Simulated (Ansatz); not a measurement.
`FC(F)(F)c1cc2sc(-c3cc4sc(-c5cc6sc(-c7cc8sc(C(F)(F)F)cc8s7)cc6s5)cc4s3)cc2s1` with charge +1: single points at one geometry.

```yaml
crystal:
  periodic: [false, false, false]
  atoms:
    - {symbol: F, position_ang: [13.355365, -0.734863, 0.500371]}
    - {symbol: C, position_ang: [12.848531, 0.278211, -0.234262]}
    - {symbol: F, position_ang: [13.293020, 0.144918, -1.499277]}
    - {symbol: F, position_ang: [13.334424, 1.430420, 0.273910]}
    - {symbol: C, position_ang: [11.340318, 0.268645, -0.207767]}
    - {symbol: C, position_ang: [10.508434, -0.045104, -1.272287]}
    - {symbol: C, position_ang: [9.151855, 0.016267, -0.872783]}
    - {symbol: S, position_ang: [7.628434, -0.243852, -1.664983]}
    - {symbol: C, position_ang: [6.753274, 0.130678, -0.173097]}
    - {symbol: C, position_ang: [5.324364, 0.093636, -0.133581]}
    - {symbol: C, position_ang: [4.493539, 0.424057, 0.957192]}
    - {symbol: C, position_ang: [3.139406, 0.274113, 0.633573]}
    - {symbol: S, position_ang: [1.643784, 0.513957, 1.489900]}
    - {symbol: C, position_ang: [0.712256, 0.017333, 0.065935]}
    - {symbol: C, position_ang: [-0.710497, -0.008001, 0.098118]}
    - {symbol: C, position_ang: [-1.579304, -0.421217, -0.937114]}
    - {symbol: C, position_ang: [-2.920507, -0.309832, -0.556466]}
    - {symbol: S, position_ang: [-4.445249, -0.645423, -1.326994]}
    - {symbol: C, position_ang: [-5.325085, -0.117945, 0.116388]}
    - {symbol: C, position_ang: [-6.753461, -0.145611, 0.130757]}
    - {symbol: C, position_ang: [-7.617935, -0.541819, -0.904094]}
    - {symbol: C, position_ang: [-8.966795, -0.431158, -0.519072]}
    - {symbol: S, position_ang: [-10.492716, -0.740097, -1.298710]}
    - {symbol: C, position_ang: [-11.341342, -0.232054, 0.145404]}
    - {symbol: C, position_ang: [-12.848956, -0.270773, 0.179634]}
    - {symbol: F, position_ang: [-13.375857, 0.424885, -0.850127]}
    - {symbol: F, position_ang: [-13.305562, -1.538048, 0.088767]}
    - {symbol: F, position_ang: [-13.302345, 0.260393, 1.332094]}
    - {symbol: C, position_ang: [-10.512649, 0.161543, 1.185067]}
    - {symbol: C, position_ang: [-9.153754, 0.047523, 0.803805]}
    - {symbol: S, position_ang: [-7.633999, 0.364229, 1.580342]}
    - {symbol: C, position_ang: [-4.459445, 0.297659, 1.148144]}
    - {symbol: C, position_ang: [-3.115860, 0.187372, 0.766696]}
    - {symbol: S, position_ang: [-1.594172, 0.519496, 1.540034]}
    - {symbol: C, position_ang: [1.546420, -0.320299, -1.023642]}
    - {symbol: C, position_ang: [2.898684, -0.173891, -0.699093]}
    - {symbol: S, position_ang: [4.397139, -0.410177, -1.554916]}
    - {symbol: C, position_ang: [7.621464, 0.444159, 0.888558]}
    - {symbol: C, position_ang: [8.968011, 0.377129, 0.487147]}
    - {symbol: S, position_ang: [10.496504, 0.643986, 1.279118]}
    - {symbol: H, position_ang: [10.884153, -0.299786, -2.270961]}
    - {symbol: H, position_ang: [4.879308, 0.762094, 1.927307]}
    - {symbol: H, position_ang: [-1.225576, -0.785862, -1.909255]}
    - {symbol: H, position_ang: [-7.264492, -0.889568, -1.884184]}
    - {symbol: H, position_ang: [-10.892120, 0.508738, 2.153710]}
    - {symbol: H, position_ang: [-4.818090, 0.661203, 2.120185]}
    - {symbol: H, position_ang: [1.161550, -0.648265, -1.997507]}
    - {symbol: H, position_ang: [7.275533, 0.700960, 1.898024]}
basis:
  gaussian: {orbitals: def2-SVP, fitting: {mean_field: def2-universal-jkfit}, initial_orbitals: start.molden}
total_charge: 1
magnetization: {spin_polarized: true, initial_magnetization: 1}
hamiltonian: {xc: pbe, dispersion: d4}
scf: {omitted_lower_state_checks: [starts]}
output: {orbitals: {seedname: orbitals}}
```

The file start.molden holds the orbitals of an earlier run on this structure, at another level or in another basis.

```sh
$ ansatz run in.yaml --threads 2 --pin off --events-out ev --progress --plain --max-ram 20480MiB --backend cuda --devices 0, --max-vram 18GiB
```

Shortened log:

```
Functional definition: PBE
3580 factors; integrals over basis functions are off by at most 2.0e-1 eV
mean field evaluation 1: about -129925.9946 eV, gradient 1.3e1 eV
mean field evaluation 2: about -129926.6101 eV, gradient 5.9e-1 eV
mean field evaluation 4: about -129926.6261 eV, gradient 5.1e-2 eV
mean field evaluation 8: about -129926.6262 eV, gradient 1.2e-5 eV
mean field -129926.62617304 eV, -4774.7154444290 hartree, gradient 1.2e-5 eV, S^2 0.752850; 0 other end points of the search recorded, 0 dependent functions left out
reference -129926.62624740 eV, -4774.7154471615 hartree; 173, 172 occupied and 459, 460 virtual orbitals, 3580 factors
Total energy: -129929.25432035 eV, -4774.8120270612 hartree
Checks for a lower state left out: starts
```

Run time 7.5 s (2 threads of AMD EPYC 7R13 on a shared host and a share (18 GiB) of an NVIDIA H100 80GB HBM3), peak host memory 1.3 GiB.

First input, but with `hamiltonian: {xc: pbe0, dispersion: d4}` (abridged; 13 s):

```
Functional definition: PBE0
mean field -129934.01409403 eV, -4774.9869455177 hartree, gradient 2.1e-5 eV, S^2 0.788300
Total energy: -129936.28484342 eV, -4775.0703940184 hartree
Checks for a lower state left out: starts
```

Geometry: PBE-D4/def2-SVP.

Single mean-field runs in def2-SVP are fitted with def2-universal-jkfit.
